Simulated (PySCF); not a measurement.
Sn(CF3)(OH)3 (CH₃F₃O₃Sn), SMILES [OH][Sn]([OH])([OH])[C](F)(F)F.

The structure is a stationary point at PBE0-D3(BJ)/def2-SVP. The def2 effective core potentials stand for the cores of Sn; spin–orbit coupling is left out. The values are those of a single conformer.

The numbers are results of PBE0/def2-TZVP run with PySCF, not measurements.

The molecule is in vacuum.

Computed frontier levels, gap, dipole moment:
```
Item                                                                                                           Result
---------------------------------------------------------------------------------------------  ----------------------
highest occupied level                                                                                       -8.85 eV
lowest empty level                                                                                           -1.71 eV
orbital gap                                                                                                   7.14 eV
dipole moment                                                                                               0.394 e·Å
quadrupole, principal values (traceless, Buckingham form, about the centre of nuclear charge)  -1.94, -1.94, 3.88 D·Å
```
